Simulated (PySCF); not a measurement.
Molfile (atoms numbered from 1):
```
C7H5FO2
     RDKit          3D

 15 15  0  0  0  0  0  0  0  0999 V2000
    2.6514   -1.2413   -0.5119 O   0  0  0  0  0  0  0  0  0  0  0  0
    2.0677   -0.2222   -0.2515 C   0  0  0  0  0  0  0  0  0  0  0  0
    2.7043    0.9494   -0.0837 O   0  0  0  0  0  0  0  0  0  0  0  0
    0.5994   -0.1122   -0.0823 C   0  0  0  0  0  0  0  0  0  0  0  0
   -0.1638   -1.2653   -0.2326 C   0  0  0  0  0  0  0  0  0  0  0  0
   -1.5382   -1.2046   -0.0822 C   0  0  0  0  0  0  0  0  0  0  0  0
   -2.1597   -0.0007    0.2170 C   0  0  0  0  0  0  0  0  0  0  0  0
   -1.3796    1.1312    0.3606 C   0  0  0  0  0  0  0  0  0  0  0  0
   -1.9755    2.2936    0.6477 F   0  0  0  0  0  0  0  0  0  0  0  0
   -0.0084    1.1030    0.2179 C   0  0  0  0  0  0  0  0  0  0  0  0
    3.6448    0.7671   -0.2141 H   0  0  0  0  0  0  0  0  0  0  0  0
    0.3393   -2.1946   -0.4664 H   0  0  0  0  0  0  0  0  0  0  0  0
   -2.1365   -2.1002   -0.1981 H   0  0  0  0  0  0  0  0  0  0  0  0
   -3.2332    0.0726    0.3394 H   0  0  0  0  0  0  0  0  0  0  0  0
    0.5710    2.0082    0.3379 H   0  0  0  0  0  0  0  0  0  0  0  0
  1  2  2  0
  2  3  1  0
  2  4  1  0
  4  5  2  0
  5  6  1  0
  6  7  2  0
  7  8  1  0
  8  9  1  0
  8 10  2  0
 10  4  1  0
  3 11  1  0
  5 12  1  0
  6 13  1  0
  7 14  1  0
 10 15  1  0
M  END
```

Geometry: PBE0-D3(BJ)/def2-TZVP; GIAO shifts from PySCF 2.14, gas phase, non-relativistic, averaged over equivalent atoms.

At wB97X-D/pcSseg-2 (430 basis functions, 2 min wall time (4.3 min CPU) on 2 threads of an Intel Xeon Platinum 8259CL, shared host):
```tsv
atoms	δ (ppm)
O1	403.7
O3	194.7
C8	177.2
C2	176.7
C4	142.4
C6	141.1
C5	138.5
C7	131.5
C10	128.3
F9	-112.6
H12	8.50
H15	8.18
H13	7.78
H14	7.60
H11	6.31
```

Shifts are taken against calculated references (same method and geometry level): H2O for ¹⁷O (σref 328.24); ¹³C (σref 186.29), ¹H (σref 31.63) against TMS; ¹⁹F (σref 184.95) against CFCl3.

Predict the values at KT3/pcSseg-2 on the same geometry.

## Answers


```json
{"atoms": "O1", "δ at KT3/pcSseg-2": "375.7", "change": "-28.0"}
{"atoms": "O3", "δ at KT3/pcSseg-2": "196.6", "change": "+1.9"}
{"atoms": "C8", "δ at KT3/pcSseg-2": "165.5", "change": "-11.7"}
{"atoms": "C2", "δ at KT3/pcSseg-2": "162.5", "change": "-14.2"}
{"atoms": "C4", "δ at KT3/pcSseg-2": "128.8", "change": "-13.6"}
{"atoms": "C6", "δ at KT3/pcSseg-2": "127.6", "change": "-13.5"}
{"atoms": "C5", "δ at KT3/pcSseg-2": "124.6", "change": "-13.9"}
{"atoms": "C7", "δ at KT3/pcSseg-2": "118.2", "change": "-13.3"}
{"atoms": "C10", "δ at KT3/pcSseg-2": "115.0", "change": "-13.3"}
{"atoms": "F9", "δ at KT3/pcSseg-2": "-129.7", "change": "-17.1"}
{"atoms": "H12", "δ at KT3/pcSseg-2": "8.14", "change": "-0.36"}
{"atoms": "H15", "δ at KT3/pcSseg-2": "7.84", "change": "-0.34"}
{"atoms": "H13", "δ at KT3/pcSseg-2": "7.47", "change": "-0.31"}
{"atoms": "H14", "δ at KT3/pcSseg-2": "7.26", "change": "-0.34"}
{"atoms": "H11", "δ at KT3/pcSseg-2": "5.92", "change": "-0.39"}
```

Shifts are taken against calculated references (same method and geometry level): ¹⁷O (σref 325.30) against H2O; TMS for ¹³C (σref 183.24), ¹H (σref 31.63); ¹⁹F (σref 145.48) against CFCl3.

The largest change is at O1 (carbonyl oxygen). Cost: 430 basis functions, 2.1 min wall time (4.2 min CPU) on 2 threads of an Intel Xeon Platinum 8259CL, shared host. The order of the carbon signals is the same at both levels.

The C=O carbon of an acid or of an amide with N–H lies up to 10 ppm further downfield in solution, through hydrogen bonding that the calculation lacks. Unscaled 19F shifts against computed CFCl3 carry errors that often reach 10 to 50 ppm. Unscaled 17O shifts of doubly bonded oxygen tend to come out too high, by tens of ppm or more. Experimental scales use liquid or dissolved standards, which lie at an offset from isolated H2O (liquid H2O: subtract about 36 ppm).
